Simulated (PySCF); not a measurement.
Species: C4H8GeOSi.
Structure used (PBE0-D3(BJ)/def2-SVP), in Å, numbered top down from 1:
```
atom  x, y, z in Å
C1    -1.893    0.740   -0.526
C2    -2.047    0.468    0.943
O3    -3.088    0.623    1.539
Si4   -0.556   -0.181    2.006
C5     0.996   -0.216    1.028
C6     1.995   -0.205    0.320
Ge7    3.551   -0.184   -0.776
H8    -2.855    1.051   -0.957
H9    -1.512   -0.159   -1.037
H10   -1.133    1.524   -0.678
H11   -0.901   -1.557    2.464
H12   -0.405    0.725    3.178
H13    3.867    1.272   -1.146
H14    3.266   -1.004   -2.043
H15    4.716   -0.802    0.009
```

Linear response at CAM-B3LYP/def2-SVPD (PySCF, frozen core in the response, non-relativistic). The structure is a single PBE0-D3(BJ)/def2-SVP conformer in the gas phase; no vibrational or solvent corrections. The CAM-B3LYP/def2-SVPD calculation is non-relativistic and has no spin–orbit coupling, an omission that weighs most on germanium.

Static isotropic polarisability: 110.60 au (16.39 Å³), principal values 82.2, 99.5, 150.1 au.

Problem. What is the polarisability at 1064 nm and at the sodium D line?

Solution. 111.92 au at 1064 nm (+1.2 %), 115.10 au at 589.3 nm (+4.1 %). The rise at 589.3 nm is 3.40 times that at 1064 nm; a pure ω² law gives 3.26. The lowest singlet lies at 346 nm, shorter than both wavelengths.

Problem. What is the isotropic C6 coefficient between two such molecules, C6 = (3/π)∫α(iω)² dω?

Solution. 4166 au (Eh·bohr⁶) by a ten-point quadrature over imaginary frequencies, which is 2490 eV·Å⁶ or 240 J·nm⁶/mol.

Problem. Which effective excitation energy ω̄ makes London's formula C6 = (3/4)α²ω̄ exact here?

Solution. ω̄ = 4·C6/(3α²) = 0.454 Eh = 12.4 eV. A one-pole form α(ω) = α/(1 − ω²/ω̄²) fitted to the 1064 nm value gives 10.7 eV.

Problem. What three-body coefficient follows from the one-pole estimate C9 = (3/4)·α·C6?

Solution. 346000 au. This is an estimate from the two numbers above, not a computed integral.

Problem. The lowest 6 singlets have (eV, f): 3.58, 0.001; 5.52, 0.000; 5.71, 0.037; 5.74, 0.004; 6.36, 0.171; 6.60, 0.071. What share of the static polarisability do they carry in the sum over states α = Σ f/ω²?

Solution. 5.32 au, 4.8 % of α; the largest term, 3.12 au, is that of the state at 6.36 eV. Their oscillator strengths add up to 0.28. Higher states carry the rest.

Problem. What n − 1 at the D line would an ideal gas of it have at 273.15 K and 1 atm (2.6868 × 10¹⁹ cm⁻³), by n − 1 = 2π·N·α′?

Solution. 28.79 × 10⁻⁴, a formal value whether or not that pressure can be reached.
